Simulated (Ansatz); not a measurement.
CO2Te: where a starting geometry ends

The starting geometry of this gas-phase triplet was optimised with GFN2-xTB as a singlet.

```xyz
4

C     0.4095   -0.4776    0.3570
O    -0.3133   -0.7419    1.2070
O     1.3314   -0.3341   -0.3558
Te   -0.2073    0.7346   -1.6754
```

Task: Predict what it relaxes into with PBE0-D3(BJ)/def2-SVP.

Result: It falls apart into CO2 + Te. Distances that change by over a tenth: C1–Te4 (2.45 → 3.79 Å). Contacts that open: O3–Te4 (2.29 → 3.97 Å).

The energy falls by 1.40 eV over 18 steps:

| step | E − E(last) (eV) |
| --- | --- |
| 1 | 1.403 |
| 3 | 0.291 |
| 5 | 0.018 |
| 7 | 0.005 |
| 9 | 0.002 |
| 10 | 0.001 |
| 12 | 0.000 |
| 14 | 0.000 |
| 16 | 0.000 |
| 18 | 0.000 |

Final geometry (Å):

```yaml
atoms:
  - { symbol: C, position_ang: [0.6595, -0.6753, 0.6173] }
  - { symbol: O, position_ang: [-0.3816, -0.6834, 1.1276] }
  - { symbol: O, position_ang: [1.7089, -0.6782, 0.1243] }
  - { symbol: Te, position_ang: [-0.7665, 1.2180, -2.3363] }
```

The end wasn't checked by frequencies. Open shells are spin-unrestricted. The triplet needn't be the ground state. Atoms past krypton carry core potentials, without spin–orbit terms. Run with Ansatz 0.2.0, 5.2 min on 1 thread of Intel(R) Xeon(R) Processor @ 2.50GHz (Skylake/Cascade Lake), on a shared host.
